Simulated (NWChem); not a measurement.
Molecule: trifluoroacetic acid (C₂HF₃O₂); SMILES FC(C(O)=O)(F)F

```xyz
8

O     -1.0822    -1.4804     0.0004
C      0.1269    -0.9367     0.0010
O      1.1653    -1.5253     0.0005
C      0.0174     0.5998     0.0003
F     -0.6564     1.0138     1.0696
F      1.2201     1.1412     0.0170
F     -0.6260     1.0130    -1.0881
H     -0.9697    -2.4443    -0.0007
```
Atoms are numbered in this order, from 1.

Program: NWChem. Pople sets run with spherical d functions. Coordinates come from a PBE0/def2-SVP optimisation. Level PBE/6-31G*: energy and gradient; each run changes one setting, and changes count from the defaults (medium grid, exact Coulomb integrals, symmetry on).

**Question.** Which setting moves the energy most, and by about how much (extra-fine grid; defaults; tight SCF thresholds and tolerances; symmetry off; coarse grid; Becke weights)?

**Answer.** coarse grid, by about 100 μHa.
```json
[
 {"setting": "defaults", "size of the energy change (μHa)": "< 10", "largest change of a gradient component (μHa/bohr)": "< 30", "time, defaults = 1 (rough)": "about 1"},
 {"setting": "extra-fine grid", "size of the energy change (μHa)": "< 10", "largest change of a gradient component (μHa/bohr)": "< 30", "time, defaults = 1 (rough)": "2"},
 {"setting": "coarse grid", "size of the energy change (μHa)": "100", "largest change of a gradient component (μHa/bohr)": "200", "time, defaults = 1 (rough)": "about 1"},
 {"setting": "Becke weights", "size of the energy change (μHa)": "< 10", "largest change of a gradient component (μHa/bohr)": "80", "time, defaults = 1 (rough)": "about 1"},
 {"setting": "tight SCF thresholds and tolerances", "size of the energy change (μHa)": "< 10", "largest change of a gradient component (μHa/bohr)": "< 30", "time, defaults = 1 (rough)": "about 1"},
 {"setting": "symmetry off", "size of the energy change (μHa)": "< 10", "largest change of a gradient component (μHa/bohr)": "other frame", "time, defaults = 1 (rough)": "about 1"}
]
```
